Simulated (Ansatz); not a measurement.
Input file:

```yaml
crystal:
  periodic: [false, false, false]
  atoms:
    - { symbol: Mg, position_ang: [-0.5718, -0.0019, 0.8054] }
    - { symbol: O, position_ang: [-0.7358, 1.8806, -0.7022] }
    - { symbol: C, position_ang: [1.2534, -0.8006, 1.4374] }
    - { symbol: H, position_ang: [-1.2413, 0.9259, -1.3719] }
    - { symbol: S, position_ang: [-1.7494, -0.7607, -1.7054] }
    - { symbol: H, position_ang: [-1.2045, 2.6639, -0.9845] }
    - { symbol: H, position_ang: [1.3009, -1.8396, 1.1201] }
    - { symbol: H, position_ang: [1.4224, -0.7448, 2.5075] }
    - { symbol: H, position_ang: [2.0238, -0.2318, 0.9218] }
    - { symbol: H, position_ang: [-0.4978, -1.0908, -2.0282] }
basis:
  gaussian: { orbitals: def2-SVP }
hamiltonian:
  xc: r2scan
  dispersion: d4
relax:
  f_tol: 0.15
  max_steps: 25
  restrain:
    - { distance: [0, 4], at: 2.46, k: 30.0 }
    - { distance: [3, 1], at: 0.97, k: 30.0 }
    - { distance: [0, 1], at: 3.37, k: 30.0 }
    - { distance: [3, 4], at: 2.66, k: 30.0 }
output:
  orbitals: {}
```

Run as:

```bash
$ ansatz run input.yaml --threads 2 --pin off --max-ram 3072MiB --backend cpu --events-out ev --progress --plain --runs-dir out
```

Hardware: 2 threads of Intel(R) Xeon(R) Platinum 8259CL CPU @ 2.50GHz (Skylake/Cascade Lake), on a shared host.

Problem. Roughly how long does this run take, and how much memory?

Solution. 38 s, with a peak of 0.2 GiB, for 13 ionic steps.
